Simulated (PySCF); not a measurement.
C₅H₆OS.
SMILES with atom numbers: `[CH3:1][S:2][c:3]1[cH:4][cH:5][cH:6][o:7]1` (hydrogens: H8, H9, H10 on C1; H11 on C4; H12 on C5; H13 on C6)

Computed by this run: PySCF 2.14.0, PBE0-D3(BJ)/def2-TZVP geometry optimisation, gas phase; density fitting, grid level 2; the optimiser is geomeTRIC in internal coordinates, started from a GFN2-xTB structure with every atom displaced at random (about 0.01 Å).

Step 4: E = -18155.4741 eV
```
atom  x, y, z in Å  |  force x, y, z in eV/Å
C1     -2.4998   -0.0748    0.0283   -0.054   0.021   0.002
S2     -1.3250    1.2421    0.3767    0.026  -0.042  -0.007
C3      0.1484    0.5271   -0.2008   -0.021   0.014   0.082
C4      1.3389    1.0971   -0.5244    0.044   0.103  -0.143
C5      2.2432    0.0214   -0.7733   -0.095   0.030  -0.053
C6      1.5300   -1.1126   -0.5989    0.057  -0.133   0.015
O7      0.2515   -0.8213   -0.2421    0.049  -0.032   0.086
H8     -3.4718    0.3009    0.3516    0.037  -0.004  -0.008
H9     -2.2578   -0.9756    0.5888    0.016   0.012   0.024
H10    -2.5354   -0.2995   -1.0352   -0.006   0.004  -0.076
H11     1.5367    2.1520   -0.6120    0.006   0.038   0.063
H12     3.2778    0.0936   -1.0735   -0.052  -0.016   0.041
H13     1.7625   -2.1604   -0.6882   -0.007   0.006  -0.027
```

Step 5: E = -18155.4635 eV
```
atom  x, y, z in Å  |  force x, y, z in eV/Å
C1     -2.5597    0.0301   -0.0249   -0.078  -0.046  -0.010
S2     -1.2303    1.0076    0.6988   -0.028  -0.021  -0.253
C3      0.1549    0.3738   -0.1280    0.027   0.244   0.451
C4      1.2468    1.0367   -0.6026   -0.059  -0.477  -0.366
C5      2.2469    0.0352   -0.8011    0.083   0.229  -0.348
C6      1.6869   -1.1462   -0.4606   -0.027   0.042   0.074
O7      0.4205   -0.9565   -0.0303   -0.021  -0.059   0.158
H8     -3.4838    0.3432    0.4640    0.046   0.003   0.006
H9     -2.3997   -1.0295    0.1628   -0.005  -0.042   0.034
H10    -2.6427    0.2067   -1.0953    0.008   0.056  -0.057
H11     1.2881    2.0700   -0.9039    0.046   0.090   0.284
H12     3.2319    0.1836   -1.2154    0.025  -0.031   0.067
H13     2.0395   -2.1645   -0.4667   -0.019   0.013  -0.039
```

Step 6: E = -18155.4956 eV
```
atom  x, y, z in Å  |  force x, y, z in eV/Å
C1     -2.5251   -0.0358   -0.0078    0.007  -0.031  -0.070
S2     -1.2871    1.1447    0.5548    0.055   0.040  -0.027
C3      0.1600    0.4764   -0.1285    0.100  -0.041   0.101
C4      1.3042    1.0739   -0.5617   -0.091   0.066  -0.199
C5      2.2400    0.0251   -0.8103   -0.135   0.059  -0.031
C6      1.5924   -1.1262   -0.5247   -0.011  -0.051   0.036
O7      0.3312   -0.8693   -0.0973    0.051  -0.094   0.089
H8     -3.4796    0.3105    0.3898    0.027   0.018   0.009
H9     -2.3152   -1.0304    0.3814    0.003   0.002   0.012
H10    -2.5762   -0.0632   -1.0954   -0.004   0.014  -0.027
H11     1.4402    2.1273   -0.7421    0.012   0.031   0.103
H12     3.2461    0.1232   -1.1856    0.000  -0.009   0.031
H13     1.8684   -2.1661   -0.5757   -0.013  -0.003  -0.026
```

**Question.** Estimate the geometry and energy of step 7. (The exact step hangs on the optimiser's Hessian estimate; all steps are aligned on step 6, rigid shifts and turns removed.)

**Answer.** E = -18155.5100 eV, largest force 0.183 eV/Å
```
atom  x, y, z in Å  |  force x, y, z in eV/Å
C1     -2.5286   -0.0110   -0.0283   -0.001  -0.019  -0.061
S2     -1.2683    1.0933    0.6355    0.028   0.021  -0.027
C3      0.1667    0.4404   -0.0802    0.064  -0.002   0.057
C4      1.2727    1.0537   -0.5828   -0.059   0.087  -0.138
C5      2.2302    0.0268   -0.8354   -0.181   0.023  -0.014
C6      1.6247   -1.1316   -0.4886    0.023  -0.113   0.029
O7      0.3766   -0.9006   -0.0158    0.109  -0.031   0.059
H8     -3.4778    0.3216    0.3929    0.013   0.011   0.008
H9     -2.3419   -1.0383    0.2800    0.002   0.004   0.006
H10    -2.5735    0.0540   -1.1149    0.000   0.011  -0.011
H11     1.3704    2.1060   -0.7932    0.010   0.029   0.090
H12     3.2196    0.1403   -1.2484   -0.004  -0.012   0.017
H13     1.9282   -2.1645   -0.5239   -0.003  -0.009  -0.017
```

The energy changes by -0.0144 eV. The first-order estimate −F·Δx gives -0.0162 eV and the mean of the old and new forces, exact on a quadratic surface, -0.0143 eV. The step makes an angle of 81° with the force vector and moves no atom by more than 0.119 Å.

The cost below is that of the whole optimisation. Time: 3.0 min; peak memory 1.3 GiB. Hardware: one thread, AMD EPYC 9R45 (x86_64), shared host with 192 logical CPUs at a one-minute load of 94.
